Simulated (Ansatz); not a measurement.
C2H6OSSi, SMILES `C[SiH](S)C=O` from Hartree–Fock to CCSD(T)

```xyz
11

C    -0.552   -0.625   -1.284
Si   -0.267    0.603    0.077
S    -1.511    0.328    1.797
C     1.556    0.466    0.678
O     2.292   -0.405    0.285
H    -1.592   -0.608   -1.613
H    -0.305   -1.632   -0.943
H     0.093   -0.396   -2.137
H    -0.535    2.010   -0.325
H    -1.101   -0.934    2.020
H     1.922    1.192    1.444
```

Charge 0, multiplicity 1. The geometry is a stationary point of PBE0-D4/def2-TZVP. It is one conformer, not always the lowest. Frozen core, restricted reference, Ansatz 0.2.0. CBS rows extrapolate triple and quadruple zeta; past MP2 they add the triple-zeta difference.

| basis | HF (Eh) | MP2 corr. | CCSD corr. | (T) | CCSD(T) total |
| --- | --- | --- | --- | --- | --- |
| def2-TZVPP | -840.66569 | -0.86029 | -0.90995 | -0.03959 | -841.61523 |
| def2-QZVPP | -840.69299 | -0.92540 | – | – | – |
| CBS(def2) | -840.69676 | -0.97363 | -1.02329 | as TZ | -841.75964 |
